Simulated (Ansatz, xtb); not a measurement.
## C3H11BGe: which of two structures lies lower

We compare I, a singlet given by its coordinates, with II, `B[C@@H]([GeH3])CC`, a singlet. Both are isolated molecules in the gas phase, relaxed with B3LYP-D3(BJ)/def2-SVP; the shapes shown needn't be the lowest conformers.

I (Å):

| atom | x (Å) | y (Å) | z (Å) |
| --- | --- | --- | --- |
| C | 0.8380 | 0.1322 | -0.4577 |
| C | 0.4718 | -0.3503 | -1.8678 |
| C | -0.2276 | -0.2466 | 0.5798 |
| B | 1.5226 | 1.4942 | -0.3203 |
| Ge | 2.5393 | -0.8999 | 0.0738 |
| H | 2.1238 | 1.9741 | -1.2534 |
| H | 1.5562 | 2.0572 | 0.7495 |
| H | 1.2555 | -0.1151 | -2.6040 |
| H | 0.2781 | -1.4361 | -1.9048 |
| H | -0.4524 | 0.1515 | -2.2026 |
| H | -0.4333 | -1.3307 | 0.5966 |
| H | 0.0531 | 0.0665 | 1.5970 |
| H | -1.1789 | 0.2558 | 0.3338 |
| H | 3.7059 | -0.6767 | -0.9077 |
| H | 2.0700 | -2.3667 | -0.0180 |
| H | 2.9905 | -0.5983 | 1.5158 |

Close contacts (Å): C1–C2 1.53, C1–C3 1.53, C1–B4 1.53, C1–Ge5 2.06, B4–Ge5 2.63, C2–H8 1.10, C2–H9 1.10, C2–H10 1.10, C3–H11 1.10, C3–H12 1.10, C3–H13 1.10, B4–H6 1.21, B4–H7 1.21, Ge5–H14 1.54, Ge5–H15 1.54, Ge5–H16 1.54.

II (Å):

```yaml
atoms:
  - { symbol: C, position_ang: [1.0030, -0.2734, -0.6530] }
  - { symbol: C, position_ang: [2.2899, -0.6365, -1.4064] }
  - { symbol: C, position_ang: [2.6765, -2.1044, -1.2121] }
  - { symbol: B, position_ang: [1.0345, -0.1756, 0.8770] }
  - { symbol: Ge, position_ang: [0.4639, 1.6382, -1.0457] }
  - { symbol: H, position_ang: [0.0102, -0.1827, 1.5194] }
  - { symbol: H, position_ang: [2.0809, 0.0096, 1.4557] }
  - { symbol: H, position_ang: [0.1256, -0.8178, -1.0446] }
  - { symbol: H, position_ang: [0.7434, 1.8497, -2.5478] }
  - { symbol: H, position_ang: [-1.0318, 1.8520, -0.7491] }
  - { symbol: H, position_ang: [1.2995, 2.6541, -0.2394] }
  - { symbol: H, position_ang: [3.1145, 0.0064, -1.0511] }
  - { symbol: H, position_ang: [2.1840, -0.4299, -2.4858] }
  - { symbol: H, position_ang: [2.8505, -2.3287, -0.1468] }
  - { symbol: H, position_ang: [3.5951, -2.3570, -1.7655] }
  - { symbol: H, position_ang: [1.8760, -2.7753, -1.5659] }
```

Problem. Estimate which is lower in electronic energy at CCSD(T)/def2-SVP + ΔMP2/def2-TZVPP, and by roughly how much.

Solution. Too close to call at this level: CCSD(T)/def2-SVP + ΔMP2/def2-TZVPP gives E(II) − E(I) = −0.039 eV.

Level by level:

```csv
level,geometry,E(II) − E(I) (eV),departure from the last row (eV),"job, with rough time for the two"
GFN2-xTB,GFN2-xTB,−0.053,−0.014,"optimisation, 0.31 s"
HF/STO-3G,GFN2-xTB,−0.224,−0.185,"single point, 0.46 s"
r2SCAN-D4/def2-SVP,GFN2-xTB,−0.058,−0.019,"single point, 3.2 s"
B3LYP-D3(BJ)/def2-SVP,B3LYP-D3(BJ)/def2-SVP,−0.070,−0.031,"optimisation, 68 s"
HF/def2-SVP,B3LYP-D3(BJ)/def2-SVP,−0.187,−0.148,part of the CCSD(T) run
MP2/def2-SVP,B3LYP-D3(BJ)/def2-SVP,−0.052,−0.013,part of the CCSD(T) run
CCSD(T)/def2-SVP,B3LYP-D3(BJ)/def2-SVP,−0.065,−0.026,single point
CCSD(T)/def2-SVP + ΔMP2/def2-TZVPP,B3LYP-D3(BJ)/def2-SVP,−0.039,,"single point, 49 s"
```

The largest departure from CCSD(T)/def2-SVP + ΔMP2/def2-TZVPP is that of HF/STO-3G, 0.185 eV. The last row adds to CCSD(T) the change of the MP2 difference between the two basis sets, here +0.026 eV.

With thermal terms from frequencies at re-optimised GFN2-xTB minima (ideal gas, soft modes damped towards free rotors, one conformer each, 298.15 K, 1 atm): the zero-point term adds +0.018 eV; ΔH is −0.024 and ΔG −0.038 eV.

The correlated steps freeze 13 core orbitals; the filled d shell of Ge is correlated, in a basis made for valence electrons. Mirror images aren't counted in ΔG. Programs: Ansatz 0.2.0, xtb 6.7.1; the last row on 2 threads of Intel(R) Xeon(R) 6975P-C (Granite Rapids) on a shared host.
